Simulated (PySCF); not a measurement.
## Correlation energy of Ni²⁺ (nickel, charge +2)

[Ar] 3d7 4p1, one real determinant (an excited configuration). Computed with PySCF 2.14 in dyall-av2z (16s12p7d2f, 101 functions), with the non-relativistic Hamiltonian (point nucleus). Frozen: [Ar]; 8 electrons correlated; the 25 highest virtual orbitals of each spin left out.

```json
{"level": "CCSD", "correlation energy (mhartree)": "-165.65"}
{"level": "(T)", "correlation energy (mhartree)": "-2.31"}
{"level": "CCSD(T)", "correlation energy (mhartree)": "-167.96"}
```

Diagnostics: T1 = 0.0074, D1 = 0.0169, largest double amplitude 0.036.

Is a single reference adequate?

Yes: T1 lies below 0.03 and no double amplitude reaches 0.07.

The reference is one real determinant that mixes LS terms of this configuration.
